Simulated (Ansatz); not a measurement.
Cartesian coordinates in Å:
```
Cl 2.5464 -0.7863 1.6110
In 0.8568 0.6819 1.0139
Cl 1.1463 2.8257 1.8458
C -0.7517 0.1157 -0.2579
B -0.6415 -0.9188 -1.3562
O -1.1549 -1.3383 -0.2059
H -1.6127 0.7806 -0.2283
H -0.3887 -1.3606 -2.4224
```

Charge 0, multiplicity 1. In takes the def2 core potential.

(1) List the ωB97M-V/def2-TZVPP orbital energies in eV (Ansatz 0.2.0). (Estimate.)

Results:

(1) Ansatz gave: Occupied: -2771.69, -2771.66, -527.65, -283.47, -262.06, -262.03, -199.53, -199.49, -199.42, -199.40, -199.39, -199.37, -189.35, -132.45, -88.90, -88.67, -88.60, -32.95, -26.07, -26.03, -25.33, -25.25, -25.19, -24.45, -24.01, -21.34, -17.45, -16.25, -15.76, -14.29, -13.70, -12.29, -11.86, -11.75, -11.34, -11.33, -11.17, -10.45. Lowest empty: -0.25, 0.05, 0.99, 1.49, 1.94, 2.30, 2.70, 2.91.
